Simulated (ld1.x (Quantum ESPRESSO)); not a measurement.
Values are calculated unless marked as measured or tabulated.
## Potentials for N (Z = 7) compared

Generated with ld1.x 7.5 (TM, RRKJ, ultrasoft, PAW), atompaw 4.2 or ONCVPSP 4.0.1. The cutoff is in Ry: for ld1.x and atompaw files where the sum of valence levels is converged to 10 mRy in a Bessel basis, for ONCV files where the hardest occupied wave has 1 mHa per electron of residual kinetic energy. The error is the largest all-electron minus pseudo excitation energy over each file’s own four to seven test configurations (ionisations up to +4, promotions, holes and added fractions of an electron), all of which were solved. The labels leave out finer settings (local radius, basis sizes, second energies), which also bear on the numbers. Spin-polarised tests are not counted. The rows are a selection from randomly drawn settings: files with unsolved tests, undetermined cutoffs or missed reference levels are left out.

| potential | cutoff (Ry) | largest error (meV) | bound ghosts |
| --- | --- | --- | --- |
| RRKJ, Wu–Cohen, scalar-relativistic, rc 0.70/1.80/1.70 (spd), local d, core correction no, reference 2s2 2p3 | 140 | +1381 | none |
| PAW, revPBE, scalar-relativistic, rc 1.00/2.15 (sp), local smoothed, core correction yes, reference 2s2 2p1 | 15 | -94 | none |
| ultrasoft, Wu–Cohen, scalar-relativistic, rc 1.10/1.40 (sp), local smoothed, core correction yes, reference 2s2 2p1 | 30 | +26 | none |
| TM, LDA (PZ), scalar-relativistic, rc 0.90/2.05 (sp), local p, core correction yes, reference 2s2 2p3 | 55 | +1739 | none |
| PAW, LDA (PZ), non-relativistic, rc 1.30/1.50/1.25 (spd), local smoothed, core correction yes, reference 2s2 2p3 | 30 | -13 | none |
| TM, PBE, non-relativistic, rc 0.90/2.25 (sp), local p, core correction yes, reference 2s2 2p1 | 55 | +1043 | none |

**Question.** Fill in the row for N: RRKJ, PBE, non-relativistic, rc 1.10/1.15 (sp), local s, core correction yes, reference 2s1.75 2p3.25.

**Answer.** cutoff 80 Ry, largest error +672 meV, bound ghosts: none.

**Question.** Fill in the row for N: TM, PBE, scalar-relativistic, rc 1.10/1.05/0.85 (spd), local d, core correction yes, reference 2s1 2p4.

**Answer.** cutoff 90 Ry, largest error +574 meV, bound ghosts: none.
